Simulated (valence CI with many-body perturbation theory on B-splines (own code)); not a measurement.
Cd41+: electric-dipole lines

Calculated by configuration interaction combined with many-body perturbation theory (CI+MBPT): five valence electrons over a frozen Dirac-Fock core [He], radial functions for each j: 11 s, 11 p, 10 d, 8 f, 5 g, 2 h, with the one-electron correlation potential Σ1 (screened to all orders), the two-electron term Σ2, the three-electron term Σ3, Breit, model QED; selected single and double excitations, second order for the rest, scaled by the run's own slope (own B-spline code, finite nucleus).

The last digits are not significant, and no measured levels were compared; by estimate large intervals hold to a few tenths of a per cent, small ones and those within an open d or f shell to about a per cent. Among the levels kept, up to 7100 cm⁻¹ of a level comes from second order outside the variational space, and about a tenth of that is noise between levels of different J, which matters for small intervals.

Lines 51 to 100 of 597 in falling wavelength, among levels below 36077 × 10³ cm⁻¹, chosen from the strongest by gf and those to the six lowest levels. Wavelengths and rates use the calculated energies. Electric multipoles are in the length gauge, E1 and E2 with the static RPA response of the core. Weak lines are less certain than strong ones. Lines between different terms over intervals too small for the method are left out, as are lines whose strength nearly cancels. Where a level lies close to another of its J and parity, the split of strength between their lines is uncertain. The highest levels of a list are the least certain.

Levels are named by their leading jj configuration (3d3/2^4 stands for four electrons in 3d with j = 3/2), which in mixed levels can hold well under half, so a name can repeat and another be missing. Letters in brackets count levels of one name in rising energy.

```tsv
λ vac (Å)	Upper	Lower	A (s⁻¹)	S (a.u.) with core polarisation	S without
153.0	(2s^2 2p1/2 2p3/2 3d5/2) J=7/2 [b]	(2s^2 2p1/2 2p3/2 3p3/2) J=5/2 [b]	9.37e+09	1.33e-01	1.33e-01
149.7	(2s^2 2p1/2 2p3/2 3d5/2) J=3/2 [a]	(2s^2 2p1/2 2p3/2 3p3/2) J=1/2 [a]	5.79e+09	3.84e-02	3.84e-02
148.7	(2s 2p1/2^2 2p3/2 3d5/2) J=5/2 [a]	(2s 2p1/2^2 2p3/2 3p3/2) J=3/2 [a]	8.32e+09	8.11e-02	8.11e-02
146.0	(2s^2 2p1/2 2p3/2 3d5/2) J=5/2 [a]	(2s^2 2p1/2 2p3/2 3p3/2) J=3/2 [a]	6.71e+09	6.19e-02	6.19e-02
145.2	(2s^2 2p1/2 2p3/2 3s) J=5/2	(2s^2 2p1/2^2 3p3/2) J=3/2	5.27e+09	4.78e-02	4.78e-02
144.2	(2s 2p1/2^2 2p3/2 3d5/2) J=3/2	(2s 2p1/2^2 2p3/2 3p3/2) J=3/2 [a]	6.39e+09	3.78e-02	3.78e-02
144.2	(2s 2p1/2 2p3/2^2 3d5/2) J=3/2 [d]	(2s 2p1/2 2p3/2^2 3p3/2) J=1/2 [b]	9.08e+09	5.38e-02	5.38e-02
143.7	(2s 2p1/2 2p3/2^2 3s) J=7/2 [b]	(2s 2p1/2^2 2p3/2 3p3/2) J=5/2 [a]	7.83e+09	9.18e-02	9.18e-02
138.4	(2s^2 2p1/2 2p3/2 3d5/2) J=5/2 [b]	(2s^2 2p1/2 2p3/2 3p3/2) J=3/2 [b]	6.56e+09	5.15e-02	5.15e-02
129.2	(2s 2p1/2 2p3/2^2 3d5/2) J=7/2 [b]	(2s 2p1/2 2p3/2^2 3p3/2) J=7/2 [b]	5.72e+09	4.87e-02	4.87e-02
129.1	(2s 2p1/2 2p3/2^2 3d5/2) J=5/2 [a]	(2s 2p1/2 2p3/2^2 3p3/2) J=5/2 [a]	5.53e+09	3.52e-02	3.52e-02
121.6	(2p1/2^2 2p3/2^2 3p3/2) J=5/2	(2p1/2^2 2p3/2^2 3s) J=3/2	1.66e+10	8.86e-02	8.86e-02
121.1	(2s 2p1/2 2p3/2^2 3p3/2) J=7/2 [b]	(2s 2p1/2 2p3/2^2 3s) J=5/2 [b]	1.50e+10	1.05e-01	1.05e-01
119.6	(2s 2p1/2^2 2p3/2 3p3/2) J=3/2 [a]	(2s 2p1/2^2 2p3/2 3s) J=3/2 [a]	2.27e+10	7.67e-02	7.67e-02
119.4	(2s 2p1/2 2p3/2^2 3p3/2) J=5/2 [a]	(2s 2p1/2 2p3/2^2 3s) J=3/2 [a]	8.66e+09	4.37e-02	4.37e-02
118.6	(2s^2 2p3/2^2 3d5/2) J=5/2 [a]	(2s^2 2p3/2^2 3p3/2) J=5/2	7.54e+09	3.72e-02	3.72e-02
118.4	(2s 2p3/2^3 3p3/2) J=3/2	(2s 2p3/2^3 3s) J=3/2 [a]	1.58e+10	5.19e-02	5.19e-02
118.3	(2s 2p1/2 2p3/2^2 3p3/2) J=1/2 [b]	(2s 2p1/2 2p3/2^2 3s) J=1/2 [c]	2.15e+10	3.51e-02	3.51e-02
118.1	(2p1/2^2 2p3/2^2 3p3/2) J=1/2	(2p1/2^2 2p3/2^2 3s) J=3/2	3.05e+10	4.95e-02	4.95e-02
117.8	(2s^2 2p3/2^2 3p3/2) J=7/2	(2s^2 2p1/2 2p3/2 3d5/2) J=5/2 [b]	8.55e+09	5.53e-02	5.53e-02
116.7	(2s^2 2p1/2 2p3/2 3d3/2) J=5/2 [b]	(2s^2 2p1/2 2p3/2 3p1/2) J=3/2 [b]	6.97e+09	3.28e-02	3.28e-02
115.6	(2s^2 2p3/2^2 3p3/2) J=5/2	(2s^2 2p3/2^2 3s) J=3/2	1.15e+10	5.26e-02	5.26e-02
115.5	(2s 2p1/2 2p3/2^2 3d3/2) J=7/2 [b]	(2s 2p1/2 2p3/2^2 3p1/2) J=5/2 [b]	9.95e+09	6.06e-02	6.06e-02
113.9	(2s 2p1/2 2p3/2^2 3d3/2) J=5/2 [e]	(2s 2p1/2 2p3/2^2 3p1/2) J=3/2 [d]	8.28e+09	3.62e-02	3.62e-02
113.7	(2s 2p3/2^3 3p3/2) J=5/2	(2s 2p3/2^3 3s) J=3/2 [a]	1.03e+10	4.48e-02	4.48e-02
113.7	(2s 2p3/2^3 3p3/2) J=7/2	(2s 2p1/2 2p3/2^2 3d5/2) J=5/2 [d]	5.65e+09	3.28e-02	3.28e-02
113.5	(2s 2p1/2 2p3/2^2 3p3/2) J=3/2 [e]	(2s 2p1/2 2p3/2^2 3s) J=1/2 [c]	1.15e+10	3.31e-02	3.31e-02
113.2	(2s 2p1/2 2p3/2^2 3p3/2) J=7/2 [c]	(2s 2p1/2 2p3/2^2 3s) J=5/2 [c]	3.37e+10	1.93e-01	1.93e-01
112.8	(2p1/2^2 2p3/2^2 3p3/2) J=5/2	(2p1/2^2 2p3/2^2 3s) J=5/2	1.92e+10	8.16e-02	8.16e-02
112.4	(2s 2p1/2 2p3/2^2 3p3/2) J=9/2	(2s 2p1/2 2p3/2^2 3s) J=7/2 [b]	2.10e+10	1.47e-01	1.48e-01
112.4	(2p1/2^2 2p3/2^2 3p3/2) J=7/2	(2p1/2^2 2p3/2^2 3s) J=5/2	4.44e+10	2.49e-01	2.49e-01
112.4	(2s 2p1/2 2p3/2^2 3p3/2) J=5/2 [c]	(2s 2p1/2 2p3/2^2 3s) J=3/2 [c]	1.82e+10	7.64e-02	7.64e-02
112.2	(2s 2p1/2 2p3/2^2 3p3/2) J=3/2 [b]	(2s 2p1/2 2p3/2^2 3s) J=5/2 [b]	2.23e+10	6.23e-02	6.23e-02
111.5	(2s 2p1/2 2p3/2^2 3p3/2) J=5/2 [c]	(2s 2p1/2 2p3/2^2 3s) J=3/2 [b]	1.36e+10	5.58e-02	5.58e-02
111.4	(2s 2p1/2 2p3/2^2 3p3/2) J=7/2 [b]	(2s 2p1/2 2p3/2^2 3s) J=7/2 [b]	8.46e+09	4.62e-02	4.62e-02
111.0	(2s^2 2p3/2^2 3p3/2) J=1/2	(2s^2 2p3/2^2 3s) J=3/2	2.21e+10	2.98e-02	2.99e-02
110.6	(2s^2 2p3/2^2 3d3/2) J=3/2 [b]	(2s^2 2p3/2^2 3p3/2) J=1/2	1.12e+10	3.01e-02	3.01e-02
110.3	(2s 2p1/2 2p3/2^2 3d3/2) J=5/2 [a]	(2s 2p1/2 2p3/2^2 3p1/2) J=5/2 [a]	1.18e+10	4.68e-02	4.68e-02
110.1	(2s 2p1/2 2p3/2^2 3d3/2) J=5/2 [b]	(2s 2p1/2 2p3/2^2 3p1/2) J=5/2 [b]	1.37e+10	5.42e-02	5.42e-02
109.8	(2s 2p1/2^2 2p3/2 3p3/2) J=5/2 [b]	(2s 2p1/2^2 2p3/2 3s) J=3/2 [b]	3.91e+10	1.53e-01	1.54e-01
109.7	(2s^2 2p1/2 2p3/2 3p3/2) J=1/2 [a]	(2s^2 2p1/2 2p3/2 3s) J=1/2	2.36e+10	3.07e-02	3.07e-02
109.6	(2s^2 2p1/2 2p3/2 3p3/2) J=7/2	(2s^2 2p1/2 2p3/2 3s) J=5/2	2.64e+10	1.37e-01	1.37e-01
109.5	(2s 2p1/2^2 2p3/2 3d3/2) J=5/2 [a]	(2s 2p1/2^2 2p3/2 3p1/2) J=5/2	1.12e+10	4.34e-02	4.34e-02
109.2	(2s 2p1/2^2 2p3/2 3p3/2) J=5/2 [a]	(2s 2p1/2^2 2p3/2 3s) J=3/2 [a]	2.46e+10	9.46e-02	9.47e-02
108.9	(2s 2p3/2^3 3p3/2) J=7/2	(2s 2p1/2 2p3/2^2 3d5/2) J=5/2 [c]	1.37e+10	6.98e-02	6.98e-02
108.9	(2s 2p1/2 2p3/2^2 3d3/2) J=3/2 [f]	(2s 2p1/2 2p3/2^2 3p1/2) J=3/2 [d]	1.16e+10	2.95e-02	2.95e-02
108.7	(2s 2p1/2 2p3/2^2 3p3/2) J=5/2 [d]	(2s 2p1/2 2p3/2^2 3s) J=3/2 [e]	2.08e+10	7.90e-02	7.91e-02
108.6	(2s 2p1/2^2 2p3/2 3p3/2) J=7/2	(2s 2p1/2^2 2p3/2 3s) J=5/2	4.29e+10	2.17e-01	2.17e-01
108.4	(2s^2 2p1/2 2p3/2 3p3/2) J=5/2 [a]	(2s^2 2p1/2 2p3/2 3s) J=3/2 [a]	3.31e+10	1.25e-01	1.25e-01
108.0	(2s 2p1/2 2p3/2^2 3d3/2) J=3/2 [b]	(2s 2p1/2 2p3/2^2 3p1/2) J=5/2 [b]	2.10e+10	5.23e-02	5.23e-02
```
